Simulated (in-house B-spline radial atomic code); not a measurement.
# Bi⁵⁺: [Xe] 4f14 5d10

Method: Dirac-Kohn-Sham PBEsol, spherical fractional occupations, Fermi nucleus of rms radius 5.5211 fm. Calculated with a radial B-spline atomic code at the basis-set limit.

Effective charges: Z_r = [3n² - l(l+1)]/(2<r>) from the radius, Z_e = n√(-2ε) from the energy, and Slater's rules. Values are occupation-weighted means over j. An effective charge above Z reflects the relativistic contraction of the inner shells.

| shell | electrons | ε (eV) | <r> (bohr) | Z_r | Z_e | Slater |
| --- | --- | --- | --- | --- | --- | --- |
| 1s | 2 | -90477 | 0.0158 | 94.93 | 81.55 | 82.70 |
| 2s | 2 | -16289 | 0.06581 | 91.18 | 69.20 | 78.85 |
| 2p | 6 | -14116 | 0.05992 | 83.44 | 64.42 | 78.85 |
| 3s | 2 | -3973.1 | 0.1711 | 78.91 | 51.27 | 71.75 |
| 3p | 6 | -3341.6 | 0.1725 | 72.44 | 47.02 | 71.75 |
| 3d | 10 | -2631.3 | 0.1575 | 66.66 | 41.72 | 61.85 |
| 4s | 2 | -953.88 | 0.3771 | 63.65 | 33.49 | 55.25 |
| 4p | 6 | -744.07 | 0.401 | 57.36 | 29.58 | 55.25 |
| 4d | 10 | -483.76 | 0.4228 | 49.67 | 23.85 | 43.85 |
| 5s | 2 | -211.9 | 0.8308 | 45.14 | 19.73 | 25.35 |
| 4f | 14 | -207.14 | 0.4414 | 40.78 | 15.61 | 32.45 |
| 5p | 6 | -152 | 0.9413 | 38.78 | 16.71 | 25.35 |
| 5d | 10 | -80.622 | 1.192 | 28.93 | 12.17 | 11.85 |

The least bound orbital is 5d5/2 at -79.35 eV, and it is also the most diffuse (<r> = 1.206 bohr).

Spin-orbit splittings of the orbital energies (j = l + 1/2 above j = l - 1/2 when positive): 2p 2318 eV, 3p 519 eV, 3d 110.1 eV, 4p 128 eV, 4d 23.9 eV, 4f 5.496 eV, 5p 24.86 eV, 5d 3.185 eV.

For the 1s electron the small component carries 10 % of the norm, the zero-frequency Breit interaction raises the level by 357.9 eV, self-energy by 233.5 eV, and vacuum polarisation lowers it by 50.6 eV.
